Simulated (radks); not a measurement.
The numbers below are computed, except where a source is named.
These are the eigenvalues of the occupied orbitals of an atom or ion with whole-number occupations (eV). Level of theory: Dirac Kohn-Sham, relativistic LDA (MacDonald-Vosko exchange, VWN5 correlation), spin-unpolarised, spherical densities, finite nucleus; Fermi nuclear charge, rms radius of each element as measured or else 0.836 A^(1/3) + 0.57 fm (a radial shooting solver on a logarithmic mesh with Libxc functionals).

| orbital | eigenvalue |
|---|---|
| 1s1/2 | -25378.98 |
| 2s1/2 | -3917.867 |
| 2p1/2 | -3660.906 |
| 2p3/2 | -3487.108 |
| 3s1/2 | -881.8362 |
| 3p1/2 | -778.9358 |
| 3p3/2 | -747.9826 |
| 3d3/2 | -564.7616 |
| 3d5/2 | -558.4626 |
| 4s1/2 | -278.8902 |
| 4p1/2 | -243.7743 |
| 4p3/2 | -237.3507 |
| 4d3/2 | -179.6749 |

Which element is it, and in what charge state? The configuration may be excited.

Answer. Z = 47, silver, charge +10: Ag10+ in [Ar] 3d10 4s1 4p6 4d(3/2: 2, 5/2: 0). The list shows which subshells hold electrons but not how many an open one holds; the 1s level, -932.66 hartree, gives Z - s = 43.2 by -(Z - s)^2/2, which with screening and relativity narrows Z to a few neighbours, and the depths of the outer levels then fix element, charge and occupations together.
